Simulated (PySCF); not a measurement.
Compound: C3H8GeO.
Atom-mapped SMILES: `[GeH3:1][O:2][CH:3]1[CH2:4][CH2:5]1` (hydrogens: H6, H7, H8 on Ge1; H9 on C3; H10, H11 on C4; H12, H13 on C5)

Level of theory: core-valence-separated Tamm–Dancoff BHandHLYP/aug-pcX-1 (pcseg-1 on H, def2-SVPD on Ge) in PySCF, non-relativistic, gas phase, PBE0-D3(BJ)/def2-SVP geometry. Absolute energies from this functional tend to lie a few eV below measured edges; no shift was applied.

**Question.** List the carbon K-edge absorption lines.

**Answer.** 
```json
{"E (eV)": "285.71", "f": "0.0232", "core hole on": "C4/C5", "main final orbital": "LUMO/LUMO+2 (2 roots, f summed)"}
{"E (eV)": "285.99", "f": "0.0149", "core hole on": "C5", "main final orbital": "LUMO+4 (31 %)"}
{"E (eV)": "286.03", "f": "0.0214", "core hole on": "C4", "main final orbital": "LUMO+2 (32 %)"}
{"E (eV)": "286.45", "f": "0.0180", "core hole on": "C4", "main final orbital": "LUMO+3 (37 %)"}
{"E (eV)": "286.52", "f": "0.0081", "core hole on": "C5", "main final orbital": "LUMO+2 (59 %)"}
{"E (eV)": "286.76", "f": "0.0110", "core hole on": "C4/C5", "main final orbital": "LUMO+1 (2 roots, f summed)"}
{"E (eV)": "286.81", "f": "0.0089", "core hole on": "C4", "main final orbital": "LUMO (59 %)"}
{"E (eV)": "286.88", "f": "0.0269", "core hole on": "C3", "main final orbital": "LUMO+1 (53 %)"}
{"E (eV)": "286.94", "f": "0.0278", "core hole on": "C5", "main final orbital": "spread"}
{"E (eV)": "286.98", "f": "0.0061", "core hole on": "C5", "main final orbital": "LUMO+3 (36 %)"}
{"E (eV)": "287.31", "f": "0.0204", "core hole on": "C4", "main final orbital": "spread"}
{"E (eV)": "287.54", "f": "0.0021", "core hole on": "C4", "main final orbital": "spread"}
{"E (eV)": "287.60", "f": "0.0066", "core hole on": "C5", "main final orbital": "spread"}
```

The first line with a tenth or more of the strongest one's intensity is at 285.71 eV (f = 0.023, sum of 2), with the hole on C4/C5 (three-membered-ring carbon). The strongest listed is at 286.94 eV (f = 0.028; C5).

**Question.** List the oxygen K-edge absorption lines.

**Answer.** 
```json
{"E (eV)": "531.68", "f": "0.0238", "core hole on": "O2", "main final orbital": "LUMO+1 (63 %)"}
{"E (eV)": "533.62", "f": "0.0044", "core hole on": "O2", "main final orbital": "LUMO (56 %)"}
{"E (eV)": "534.00", "f": "0.0142", "core hole on": "O2", "main final orbital": "LUMO+6 (40 %)"}
{"E (eV)": "534.18", "f": "0.0054", "core hole on": "O2", "main final orbital": "spread"}
{"E (eV)": "534.44", "f": "0.0022", "core hole on": "O2", "main final orbital": "LUMO+3 (40 %)"}
{"E (eV)": "534.53", "f": "0.0230", "core hole on": "O2", "main final orbital": "spread"}
{"E (eV)": "534.68", "f": "0.0011", "core hole on": "O2", "main final orbital": "LUMO+2 (67 %)"}
```

The first line with a tenth or more of the strongest one's intensity is at 531.68 eV (f = 0.024), with the hole on O2 (oxygen bonded to C and Ge). It is also the strongest listed.

Roots within 0.03 eV whose holes lie on the same, on equivalent or on shared atoms are summed into one line, and the highest roots are left out, as the search may have cut off their partners. Final orbitals are the ground state's empty Kohn–Sham orbitals.

**Question.** What are the wavelength and the wavenumber of the 286.94 eV line?

**Answer.** λ = 12398.42 eV Å/286.94 eV = 43.209 Å; 2.3143 × 10⁶ cm⁻¹.

Only the lowest roots of each edge were sought. Relativistic effects, spin–orbit coupling among them, are left out although an element past zinc is present.

The values belong to the conformer `[GeH3:1][O:2][CH:3]1[CH2:4][CH2:5]1`: Ge1–O2–C3–C4 -149°.
